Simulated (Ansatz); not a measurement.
`BC(C)F` + silanol → `BO[SiH3]` + `CCF` at 400 K and 1 bar (ligand exchange at a B–C bond).

Calculated with Ansatz (gas phase, PBE0-D4/def2-TZVP geometries, no zero-point term in ΔE). CCSD(T)/CBS is the MP2 limit (def2-TZVPP, def2-QZVPP) plus CCSD(T) − MP2 in def2-TZVPP, frozen cores.

```json
{"species": "`BC(C)F`", "CCSD(T)/CBS energy (Eh)": "-204.26990", "H − E (kJ/mol)": "230.0", "S (J/(mol·K))": "326.9"}
{"species": "`O[SiH3]`", "CCSD(T)/CBS energy (Eh)": "-366.69042", "H − E (kJ/mol)": "120.0", "S (J/(mol·K))": "276.4"}
{"species": "`BO[SiH3]`", "CCSD(T)/CBS energy (Eh)": "-392.11480", "H − E (kJ/mol)": "157.5", "S (J/(mol·K))": "316.6"}
{"species": "`CCF`", "CCSD(T)/CBS energy (Eh)": "-178.90141", "H − E (kJ/mol)": "197.7", "S (J/(mol·K))": "282.3"}
```

H − E and S are ideal-gas, rigid-rotor, harmonic terms from PBE0-D4/def2-TZVP, for one conformer and one mirror image of each species. 1 Eh = 2625.50 kJ/mol, R = 8.31446 J/(mol·K).

Q: By hand: ΔE, ΔH, ΔS and ΔG.

A: ΔE = (-392.11480) + (-178.90141) − (-204.26990) − (-366.69042) = -0.05589 Eh = -146.7 kJ/mol. Δ(H − E) = 157.5 + 197.7 − 230.0 − 120.0 = 5.2, so ΔH = -141.5 kJ/mol. ΔS = 316.6 + 282.3 − 326.9 − 276.4 = -4.4 J/(mol·K). ΔG = -141.5 − 400 × (-4.4)/1000 = -139.7 kJ/mol.

Q: By hand: the equilibrium constant, and the temperature at which ΔG would vanish if ΔH and ΔS stayed fixed.

A: log₁₀ K = −ΔG/(RT ln 10) = 18.2. ΔG = 0 at ΔH/ΔS = 32159 K, far beyond where these terms or the molecules hold.

The number of gas molecules stays the same, so ΔS is small and ΔH decides. A doubt of 5 kJ/mol in ΔE shifts log₁₀ K by 0.7 here. Other conformers and mirror images would add mixing entropy, several J/(mol·K) or more a flexible species. These are equilibria of isolated gas molecules and say nothing of rates. Largest T1 diagnostic: 0.013 (customary marks: 0.02 for closed shells, 0.045 for open ones).
